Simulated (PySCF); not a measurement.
# Computed properties of C₂H₁₁NSi₃, SMILES N1([SiH3])[SiH2]CC[SiH2]1

C2H11NSi3, SMILES C1[SiH2]N([SiH3])[SiH2]C1. Geometry optimised at PBE0-D3(BJ)/def2-SVP. The structure was generated by enumeration, and PubChem lists no compound with its InChIKey, so it may never have been made. The values are those of a single conformer. All values are computed for the isolated molecule unless a solvent is named; none is compared with measurement here.

**Structure.** All 45 harmonic modes at PBE0-D3(BJ)/def2-SVP (PySCF) are real, so it is a minimum. With heavy atoms numbered as in [SiH3:1][N:2]1[SiH2:3][CH2:4][CH2:5][SiH2:6]1, the shortest bond between them is C4–C5 at 1.541 Å and the longest C5–Si6 at 1.891 Å.

**Vibrations.** The strongest infrared lines (harmonic, unscaled, degenerate partners summed) lie at 967 cm⁻¹ (380 km/mol, N 50 %, H 36 %, Si 14 %), 952 cm⁻¹ (371 km/mol, H 81 %, Si 12 %), 1039 cm⁻¹ (287 km/mol, N 64 %, H 23 %, Si 13 %). The softest mode is at 29 cm⁻¹ and the zero-point energy is 76.5 kcal/mol.

**Electronic structure.** r2SCAN/def2-TZVP (PySCF) places the frontier levels at -6.42 and -0.58 eV, a gap of 5.84 eV, and gives a dipole moment of 1.46 D. PBE/def2-TZVP (PySCF) at the same geometry gives -6.13 and -0.91 eV, so its gap is 0.62 eV narrower. An orbital gap is neither the optical nor the fundamental gap.

**Excitations.** TDA-PBE0/def2-SVPD (PySCF) has S1 at 6.00 eV (207 nm, f = 0.002, weak); the most intense of the 6 singlets computed lies at 7.18 eV (f = 0.05). T1 (TDA) is at 5.67 eV, 0.33 eV under S1. TDA-PBE/def2-SVPD (PySCF) puts S1 at 5.33 eV. No vertical singlet excitation falls in the visible range (under 3.1 eV).

**NMR.** GIAO shifts at B3LYP/pcSseg-1 (PySCF) (non-relativistic, atoms alike by connectivity averaged): ¹³C at 11.6 ppm against TMS; ¹H from 1.4 to 5.0 ppm against TMS; ²⁹Si from -57.0 to -12.4 ppm against TMS.

**Solvation.** SMD-PBE0/6-31G* (PySCF) gives 3.3 kcal/mol in water, -1.9 kcal/mol in n-hexane, -2.1 kcal/mol in benzene (1 M in both phases, gas-phase geometry).
